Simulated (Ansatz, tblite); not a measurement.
Adding an electron: the cluster Na2Cl2⁺. Total charge 1; doublet. Geometry: PBE0-D4/def2-TZVP. Ansatz, gas phase; energy differences of separate SCF runs; the reduced species is a singlet (the triplet lies 2.35 eV higher at PBE0-D4/def2-TZVP).

```csv
atom,x (Å),y (Å),z (Å)
Na1,0.7264,-1.4810,1.5999
Na2,-0.7268,1.4800,-1.6005
Cl3,0.2473,1.0080,0.8221
Cl4,-0.2469,-1.0069,-0.8215
```

The xTB rows come from tblite. In the doublet, Cl3 and Cl4 lie 2.65 Å apart (atoms count from 1), so these atoms are partly bonded to each other. The structure comes from a short search, and lower isomers may exist.

```json
{"level": "GFN1-xTB", "−HOMO (eV)": "–", "−LUMO (eV)": "–", "vertical EA (eV)": "12.36", "HOMO–LUMO gap (eV)": "–"}
{"level": "GFN2-xTB", "−HOMO (eV)": "–", "−LUMO (eV)": "–", "vertical EA (eV)": "11.73", "HOMO–LUMO gap (eV)": "–"}
{"level": "PBE-D4/def2-TZVP", "−HOMO (eV)": "10.51", "−LUMO (eV)": "9.44", "vertical EA (eV)": "6.15", "HOMO–LUMO gap (eV)": "1.08"}
{"level": "r2SCAN-D4/def2-TZVP", "−HOMO (eV)": "10.92", "−LUMO (eV)": "9.28", "vertical EA (eV)": "6.19", "HOMO–LUMO gap (eV)": "1.64"}
{"level": "PBE0-D4/def2-TZVP", "−HOMO (eV)": "11.97", "−LUMO (eV)": "8.50", "vertical EA (eV)": "6.30", "HOMO–LUMO gap (eV)": "3.47"}
```

  HOMO and LUMO are the levels of the spin that leaves or enters (xTB has no such levels and no spin-polarisation term). Other spin states of the ions may lie lower, which would lower the ionisation energy or raise the affinity. Raw xTB energy differences between charge states are shifted by several eV; the methods need an empirical correction for them.
